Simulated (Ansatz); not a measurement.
Input file for Ansatz (an electronic-structure program): R-B3LYP/def2-TZVPP on H5NSiSn (SMILES [NH2][Sn][SiH3]), a point of a torsion scan. Elements past Kr take the def2 small-core potentials; no spin–orbit coupling.

Ansatz 0.2 input:
```yaml
crystal:
  periodic: [false, false, false]
  atoms:
    - {symbol: N, position_ang: [2.01938164, -0.14632302, 0.16132872]}
    - {symbol: Sn, position_ang: [0.40884304, 0.25623478, 1.34234548]}
    - {symbol: Si, position_ang: [-0.67038612, -2.09224197, 0.94647615]}
    - {symbol: H, position_ang: [2.93331936, 0.25881179, 0.30021287]}
    - {symbol: H, position_ang: [2.16051632, -0.98631828, -0.38215283]}
    - {symbol: H, position_ang: [-1.50427910, -2.24949132, -0.26017992]}
    - {symbol: H, position_ang: [0.29493675, -3.20150024, 0.82631980]}
    - {symbol: H, position_ang: [-1.56688186, -2.55919206, 2.02219020]}
basis:
  gaussian:
    orbitals: def2-TZVPP
hamiltonian:
  xc: {name: B3LYP}
scf: {lower_state_search: off}
```

Program output:

```
WARN ansatz: RAYON_NUM_THREADS=1 ignored (pool sized by the plan → 1); use --threads N
Functional definition: B3LYP
these checks for a lower state are left out or cut short: stability, starts, cluster_reference, orbital_swaps, neighbouring_geometries, increment
integrals: 0.10 GiB planned
1173 factors; their error is unknown
mean field: 0.90 GiB planned
mean field evaluation 1: about -15274.0105 eV, gradient 7.1e1 eV
mean field evaluation 2: about -15217.7817 eV, gradient 1.4e2 eV
mean field evaluation 4: about -15284.0409 eV, gradient 1.1e1 eV
mean field evaluation 8: about -15284.3030 eV, gradient 1.6e-1 eV
mean field evaluation 16: about -15284.3767 eV, gradient 2.9e-4 eV
mean field -15284.37673423 eV, -561.6904848603 hartree, gradient 5.4e-6 eV, S^2 0.000000; 0 other end points of the search recorded, 0 dependent functions left out
reference -15284.37699799 eV, -561.6904945532 hartree; 24, 24 occupied and 169, 169 virtual orbitals, 1173 factors
Total energy: -15284.37699799 eV, -561.6904945532 hartree
Checks for a lower state left out: stability, starts, cluster_reference, orbital_swaps, neighbouring_geometries, increment
```

Self-consistency was reached.

Cost: around 2.9 core-seconds (rough).
